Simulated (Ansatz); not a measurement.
`C[O][GeH]([NH2])[Cl]` and `C[O][GeH]([OH])[Cl]` differ in one atom or group.

Ansatz, PBE0-D4/def2-TZVP geometries, multiplicity 1. Each molecule was computed in one conformer, which needn't be the lowest.

Scalar relativity is left out up to krypton.

```json
{"property": "size of the dipole moment (ωB97M-V/def2-TZVPP) / D", "`C[O][GeH]([NH2])[Cl]`": "2.59"}
{"property": "HOMO energy (B3LYP/def2-TZVPP) / eV", "`C[O][GeH]([NH2])[Cl]`": "-7.73"}
{"property": "HOMO–LUMO gap (PBE/def2-TZVPP) / eV", "`C[O][GeH]([NH2])[Cl]`": "5.74"}
{"property": "LUMO energy (B3LYP/def2-TZVPP) / eV", "`C[O][GeH]([NH2])[Cl]`": "-0.07"}
{"property": "HOMO energy (PBE/def2-TZVPP) / eV", "`C[O][GeH]([NH2])[Cl]`": "-6.48"}
{"property": "HOMO energy (PBE0/def2-TZVPP) / eV", "`C[O][GeH]([NH2])[Cl]`": "-7.99"}
```

Q: Give the same properties after the change, and the shifts. (Best estimate.)

A: Computed: 
| property | `C[O][GeH]([OH])[Cl]` | shift |
| --- | --- | --- |
| size of the dipole moment (ωB97M-V/def2-TZVPP) / D | 1.42 | -1.17 |
| HOMO energy (B3LYP/def2-TZVPP) / eV | -8.19 | -0.46 |
| HOMO–LUMO gap (PBE/def2-TZVPP) / eV | 5.76 | 0.02 |
| LUMO energy (B3LYP/def2-TZVPP) / eV | -0.38 | -0.31 |
| HOMO energy (PBE/def2-TZVPP) / eV | -6.82 | -0.34 |
| HOMO energy (PBE0/def2-TZVPP) / eV | -8.43 | -0.44 |

With PBE0 the HOMO falls by 0.44 eV and the LUMO falls by 0.30 eV, so the gap widens by about 0.14 eV. PBE moves the HOMO by -0.34 eV and ωB97M-V by -0.48 eV. Dipoles are sizes alone; their direction can turn.

B3LYP here is the variant with VWN-RPA as its local correlation; programs differ in this.
